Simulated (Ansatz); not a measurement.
Reactions of AlClH6O2Si2, SMILES `[SiH3][O][Al]([Cl])[O][SiH3]`.

Calculated with Ansatz (gas phase, PBE0-D4/def2-TZVP geometries, no zero-point term in ΔE). CCSD(T)/CBS adds triple-zeta CCSD(T) − MP2 to the extrapolated MP2 energy (def2 sets, frozen cores). This one scheme is used for every species, atoms too. For atomizations the MP2-based limit and the directly extrapolated one differ by several kJ/mol either way, and by 10 to 25 for some Ge, Se and Sn compounds, so smaller differences from it don't rank the levels. Functionals use def2-TZVPP. No spin–orbit coupling; open shells (•) take unrestricted orbitals. Spin–orbit coupling would lower the free atoms: a little for Al, Cl, O, Si. Bonds to Br, Sc are less sure, by a few kJ/mol each and by 10 to 20 or more in all where they break to atoms, as the def2 sets lack core-valence functions. Scalar relativity is left out up to krypton. One conformer a species, not always the lowest.

```json
{"reaction": "`[SiH3][O][Al]([Cl])[O][SiH3]` + H₂O → `[OH][Al]([Cl])[O][SiH3]` + `O[SiH3]`", "CCSD(T)/CBS(def2) (eV)": "0.28"}
{"reaction": "`[SiH3][O][Al]([Cl])[O][SiH3]` + H–F → `[F][Al]([Cl])[O][SiH3]` + `O[SiH3]`", "CCSD(T)/CBS(def2) (eV)": "-0.19"}
{"reaction": "`[SiH3][O][Al]([Cl])[O][SiH3]` + `CN[SiH2]CN` → `[NH2][Al]([O][SiH3])[O][SiH3]` + `CN[SiH2]CCl`", "CCSD(T)/CBS(def2) (eV)": "?"}
{"reaction": "`[SiH3][O][Al]([Cl])[O][SiH3]` + HBr → `[SiH3][O][Al]([Cl])[Br]` + `O[SiH3]`", "CCSD(T)/CBS(def2) (eV)": "-0.01"}
{"reaction": "`[SiH3][O][Al]([Cl])[O][SiH3]` + `CB(C)O` → `CB(C)O[SiH3]` + `[OH][Al]([Cl])[O][SiH3]`", "CCSD(T)/CBS(def2) (eV)": "?"}
{"reaction": "`[SiH3][O][Al]([Cl])[O][SiH3]` + H₂S → `[SiH3][O][Al]([SH])[Cl]` + `O[SiH3]`", "CCSD(T)/CBS(def2) (eV)": "0.47"}
{"reaction": "`[SiH3][O][Al]([Cl])[O][SiH3]` + `C=C[SiH](C)O` → `C=C[SiH](C)O[SiH3]` + `[OH][Al]([Cl])[O][SiH3]`", "CCSD(T)/CBS(def2) (eV)": "0.00"}
{"reaction": "`[SiH3][O][Al]([Cl])[O][SiH3]` + `N[SiH](O)[SiH3]` → `O[SiH]([SiH3])N[SiH3]` + `[OH][Al]([Cl])[O][SiH3]`", "CCSD(T)/CBS(def2) (eV)": "0.56"}
{"reaction": "`[SiH3][O][Al]([Cl])[O][SiH3]` → Al• + Cl• + 6 H• + 2 O• + 2 Si•", "CCSD(T)/CBS(def2) (eV)": "44.49"}
{"reaction": "`[SiH3][O][Al]([Cl])[O][SiH3]` + `[OH][Sc]([F])[Cl]` → `[F][Al]([Cl])[O][SiH3]` + `[OH][Sc]([Cl])[O][SiH3]`", "CCSD(T)/CBS(def2) (eV)": "?"}
```

(1) Fill in the missing values. (An estimate is asked.)

Largest T1 diagnostic: 0.018, for Al•.

Answers

(1) Computed: `[SiH3][O][Al]([Cl])[O][SiH3]` + `CN[SiH2]CN` → `[NH2][Al]([O][SiH3])[O][SiH3]` + `CN[SiH2]CCl`: +0.44 eV; `[SiH3][O][Al]([Cl])[O][SiH3]` + `CB(C)O` → `CB(C)O[SiH3]` + `[OH][Al]([Cl])[O][SiH3]`: +0.28 eV; `[SiH3][O][Al]([Cl])[O][SiH3]` + `[OH][Sc]([F])[Cl]` → `[F][Al]([Cl])[O][SiH3]` + `[OH][Sc]([Cl])[O][SiH3]`: -0.04 eV.
